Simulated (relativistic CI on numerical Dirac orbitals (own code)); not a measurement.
## Slater and spin-orbit integrals, Gd41+

Computed by Dirac-Coulomb-Breit CI, orbitals from a KLI potential per configuration, model QED (radiative potential, 1s self-energy scaled to tabulated hydrogen-like ionisation energies), unscaled Slater integrals (own radial code, finite nucleus).

Slater integrals F^k, G^k are unscaled and averaged over j, outside the closed core [Ne]; ζ comes from projecting the Hamiltonian with its Breit term on Σ l·s of the shell.

- 3s²3p⁶3d⁵: F^2(3d,3d) = 499560, F^4(3d,3d) = 322490, ζ(3d) = 114300 cm⁻¹; <r>(3d) = 0.2043, <r^2>(3d) = 0.04841 (bohr units).
- 3s²3p⁵3d⁶: ζ(3p) = 859710, F^2(3d,3d) = 498690, F^4(3d,3d) = 321900, F^2(3p,3d) = 433540, G^1(3p,3d) = 464120, G^3(3p,3d) = 309220, ζ(3d) = 113200 cm⁻¹; <r>(3p) = 0.2285, <r^2>(3p) = 0.06042, <r>(3d) = 0.2046, <r^2>(3d) = 0.04856 (bohr units).
- 3s²3p⁴3d⁷: F^2(3p,3p) = 430770, ζ(3p) = 859030, F^2(3d,3d) = 497810, F^4(3d,3d) = 321300, F^2(3p,3d) = 433130, G^1(3p,3d) = 464120, G^3(3p,3d) = 309090, ζ(3d) = 112110 cm⁻¹; <r>(3p) = 0.2287, <r^2>(3p) = 0.06053, <r>(3d) = 0.2049, <r^2>(3d) = 0.04872 (bohr units).

(1) Give the Racah parameters of the d shell in 3s²3p⁶3d⁵.

Averages of the first 10 configurations, taken without configuration mixing, which lowers the lowest level and can move excited configurations by several eV; other configurations of the list can lie among them:

```csv
Configuration,Parity,States,Average energy above the lowest level (eV)
3s²3p⁶3d⁵,even,252,81.3
3s²3p⁵3d⁶,odd,1260,427.2
3s²3p⁴3d⁷,even,1800,780.2
3s3p⁶3d⁶,even,420,717.1
3p⁶3d⁷,even,120,1362.4
3s3p⁵3d⁷,odd,1440,1061.9
3s²3p⁶3d⁴4s,even,420,1346.4
3s²3p⁶3d⁴4p,odd,1260,1455.0
3s²3p⁴3d⁶4s,even,6300,2028.6
3s²3p⁵3d⁵4s,odd,3024,1684.0
```

Answers

(1) B = F²/49 − 5F⁴/441 = 6539 cm⁻¹ and C = 35F⁴/441 = 25594 cm⁻¹.
